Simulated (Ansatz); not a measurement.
trans-PdH(PF3)2Br (P₂PdHBrF₆) was relaxed with PBE0-D4 (def2-SVP) in Ansatz in these states: charge +1 doublet, neutral singlet, neutral triplet. The geometries follow in no particular order.

In the def2 sets Pd takes a core potential; there is no spin–orbit coupling.

A:

```xyz
11

Pd    0.0014    0.1032    0.1763
H     1.5133   -0.2032    0.7246
P    -0.9629   -1.6926    1.2318
F    -0.1517   -3.0276    1.0564
F    -2.4063   -2.2457    0.9056
F    -1.0560   -1.6669    2.8105
Br   -0.0767   -1.1504   -2.0065
P     0.5825    2.0159   -0.9519
F     1.8814    1.8556   -1.8227
F     1.0096    3.2804   -0.1031
F    -0.3347    2.7313   -2.0210
```

B:

```csv
atom,x (Å),y (Å),z (Å)
Pd1,-0.169,0.104,-0.259
H2,0.629,-0.388,0.968
P3,-1.170,-1.895,0.178
F4,-1.105,-2.941,-0.972
F5,-2.696,-1.828,0.481
F6,-0.645,-2.720,1.386
Br7,-1.437,0.887,-2.211
P8,1.316,1.804,0.047
F9,2.262,2.092,-1.155
F10,2.327,1.682,1.222
F11,0.687,3.203,0.316
```

C:

```xyz
11

Pd   -0.045   -0.029    0.000
H    -1.336   -0.903    0.004
P     0.347   -0.696   -2.088
F     1.690   -1.463   -2.355
F     0.431    0.415   -3.193
F    -0.643   -1.683   -2.813
Br    2.013    1.365   -0.007
P    -0.508    0.587    2.089
F     0.558    0.249    3.189
F    -1.792    0.039    2.820
F    -0.715    2.119    2.355
```

Task: Judge from the bond lengths which geometry belongs to which state (an estimate).

Result: A is the neutral triplet (Pd1–H2 1.637 Å, Pd1–P8 2.295 Å, Pd1–P3 2.295 Å); B is the charge +1 doublet (Pd1–H2 1.544 Å, Pd1–P8 2.278 Å, Pd1–P3 2.278 Å); C is the neutral singlet (Pd1–H2 1.559 Å, Pd1–P8 2.227 Å, Pd1–P3 2.227 Å).

At PBE0-D4/def2-TZVP a singlet lies 2.03 eV below the neutral triplet. The name describes the singlet; other states may take another shape.
